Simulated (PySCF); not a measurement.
Potential energy of PbN along the bond

Set-up: PySCF, scalar-relativistic core potentials, basis sets Pb cc-pVDZ-PP with ECP60, N cc-pVDZ. Energies in eV from Pb + N in their ground configurations at the same level. State: Ms = 0.5 determinant of mixed spin (⟨S²⟩ near 1.1), unpaired electrons π ↑.

All columns are PBE0. A positive dipole means Pb(−)N(+).

```
R (Å)  E (eV)  μ (D)  Mulliken charge on Pb (basis-dependent)  HOMO (eV)  LUMO (eV)  Mayer bond order  ⟨S²⟩
1.812  -0.941  -2.74                                     0.51      -6.06      -4.01              2.06  0.77
1.896  -1.493  -3.02                                     0.49      -6.08      -3.82              2.02  0.81
1.981  -1.767  -3.18                                     0.47      -5.82      -3.69              1.92  0.89
2.044  -1.853  -3.20                                     0.45      -5.60      -3.62              1.80  1.01
2.107  -1.873  -3.18                                     0.42      -5.44      -3.57              1.67  1.13
2.170  -1.846  -3.16                                     0.40      -5.32      -3.52              1.54  1.25
2.255  -1.761  -3.15                                     0.37      -5.22      -3.47              1.38  1.38
2.360  -1.606  -3.16                                     0.35      -5.15      -3.42              1.23  1.52
2.486  -1.384  -3.17                                     0.32      -5.11      -3.39              1.09  1.66
2.655  -1.084  -3.07                                     0.27      -5.10      -3.37              0.91  1.84
```

A fit through these points gives, at Re = 2.098 Å, μ = -3.19 D and dμ/dR = 0.299 D/Å; the reduced mass is 13.12 u.

Q: How strong is the fundamental in the double-harmonic approximation, I = 42.26·(dμ/dR)²/μred km/mol?

A: I = 42.26·(0.299)²/13.12 = 0.288 km/mol at PBE0.

⟨S²⟩ of the unrestricted solution departs from its pure value on part of the curve, where spin states mix. These are scalar-relativistic numbers at best; spin–orbit coupling would shift them, the dissociation energy most. The state is the lowest determinant that a PBE0 search found; another state may lie lower at other levels.
